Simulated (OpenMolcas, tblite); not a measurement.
## How methods differ on CH6GeSi (SMILES [CH2]1[SiH2][GeH2]1)

CH6GeSi: 9 atoms, total charge 0, spin state singlet. As SMILES, `[CH2]1[SiH2][GeH2]1`. Geometry: relaxed at PBE0-D4/def2-TZVP.

Each level gives the dipole moment (D). The values are calculated.

```csv
level,kind,program,value (D),CPU time
GFN1-xTB,semi-empirical,tblite,1.31,under 2 s
HF/cc-pVDZ,Hartree–Fock,OpenMolcas,0.28,16 s
SVWN5/cc-pVDZ,LDA,OpenMolcas,0.50,42 s
BLYP/cc-pVDZ,GGA,OpenMolcas,0.44,53 s
TPSS/cc-pVDZ,meta-GGA,OpenMolcas,0.47,73 s
BHLYP/cc-pVDZ,global hybrid,OpenMolcas,0.32,51 s
```

All-electron rows without a relativistic Hamiltonian named are non-relativistic. The values span 0.28 to 1.31 D. Magnitudes only. Times are those of the runs behind each value, whatever else they computed, on shared processors of several kinds: orders of magnitude only.
